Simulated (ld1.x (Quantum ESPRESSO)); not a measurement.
**What one change does to a pseudopotential (sulfur, PAW)**

S, PAW, made with ld1.x (Quantum ESPRESSO) 7.5 (PBE, non-relativistic). Core [Ne], reference 3s2 3p2.5 (charge +1.5). Waves: 3s (bound): rcut 1.00, rcutus 1.20 bohr; 3s channel at -1.85 Ry: rcut 1.00, rcutus 1.20 bohr; 3p (bound): rcut 1.25, rcutus 1.65 bohr; 3p channel at -0.55 Ry: rcut 1.25, rcutus 1.65 bohr. Local part: all-electron potential smoothed inside 1.35 bohr (lloc = -1). Core correction: Bessel-smoothed model core inside 1.15 bohr. Augmentation charge: PSQ, inside the norm-conserving radii.

Change: local potential all-electron potential smoothed inside 1.18 bohr (lloc = -1).

Cutoffs: the cutoffs (Ry, on a coarse ladder) from which the occupation-weighted sum of valence levels, in a spherical-Bessel basis at the reference potential, stays within 10 and 1 mRy of its value at 400 Ry; they do not see the model core or the augmentation charge, which bear on the density cutoff. Errors are all-electron minus pseudo energies relative to the spin-unpolarised reference configuration.

**Question.** What does the change do?

**Answer.** The potential gets neither clearly harder nor softer (30 Ry and 50 Ry → 30 Ry and 50 Ry); both files keep a bound ghost (s); the errors of the 7 common tests hardly move.

| quantity | base | changed |
| --- | --- | --- |
| cutoff, loose | 30 Ry | 30 Ry |
| cutoff, tight | 50 Ry | 50 Ry |
| loose cutoff by channel (10 mRy a level) | s 10 Ry, p 15 Ry | s 30 Ry, p 15 Ry |
| bound ghosts | s | s |
| error for 3s2 3p4, meV [ΔE -21.53 eV] | -2.3 | -2.2 |
| error for 3s2 3p3, meV [ΔE -9.75 eV] | -0.5 | -0.5 |
| error for 3s2 3p2, meV [ΔE 12.55 eV] | -1.0 | -1.0 |
| error for 3s1 3p5, meV [ΔE -11.35 eV] | -1.3 | -1.3 |
| error for 3s0 3p6, meV [ΔE -1.05 eV] | -0.4 | -0.5 |
| error for 3s2 3p4.3, meV [ΔE -23.24 eV] | -2.6 | -2.5 |
| error for 3s1 3p4, meV [ΔE 0.99 eV] | -0.1 | -0.1 |
| s: phases at 1.79 bohr within 0.05 rad from the reference energy up to (Ry; the scan ends near 5) | to the end of the scan | to the end of the scan |
| p: phases at 1.79 bohr within 0.05 rad from the reference energy up to (Ry; the scan ends near 5) | to the end of the scan | to the end of the scan |
| lowest overlap eigenvalue by channel | s 0.60, p 0.78 | s 0.60, p 0.77 |

 A true bound ghost makes a file unfit for plane-wave use even where its test errors are small: the radial tests pick states by their node count and pass the ghost by.
